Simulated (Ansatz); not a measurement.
Consider the formal loss of a carbene: `C[S][Cd][Cl]` → `[CH2]` (triplet) + `[SH][Cd][Cl]`.

Calculated with Ansatz (gas phase, PBE0-D4/def2-TZVP geometries, no zero-point term in ΔE). CBS: MP2 limit from def2 TZ/QZ plus the TZ coupled-cluster correction, frozen cores. This one scheme is used for every species. Functionals use def2-TZVPP. B3LYP here is the variant with VWN-RPA as its local correlation; programs differ in this. HSE06 is defined as in plane-wave codes. Triplets are unrestricted, without spin–orbit coupling. Elements past krypton have def2 core potentials. For Cd outer-core shells are correlated without core-valence functions, which leaves a few kJ/mol of doubt a bond. Each species was taken in one conformer, which may not be the lowest.

(1) Is it downhill or uphill in electronic energy at CCSD(T)/CBS, and by how much? (Best estimate.)

(2) What do these levels give: PBE-D4, revPBE-D4, B97M-V, BHLYP-D4, ωB97X-V, PBE, r2SCAN, B3LYP, HSE06, LC-ωPBE, CCSD/def2-TZVPP, HF/def2-QZVPP? (Best estimate.)

Largest T1 diagnostic among the species: 0.013.

Answers

(1) Computed: Uphill: ΔE = +4.25 eV.

(2) The calculation gave: PBE-D4 4.36, revPBE-D4 4.24, B97M-V 4.24, BHLYP-D4 4.05, ωB97X-V 4.35, PBE 4.30, r2SCAN 4.02, B3LYP 4.10, HSE06 4.20, LC-ωPBE 4.12, CCSD/def2-TZVPP 3.99, HF/def2-QZVPP 2.69 eV.

At CCSD(T), def2-SVP lies −0.26 eV from the extrapolated value and def2-TZVPP −0.13 eV. From PBE to PBE0 (25 % exact exchange), in def2-TZVPP and without D4, ΔE moves by −0.11 eV.
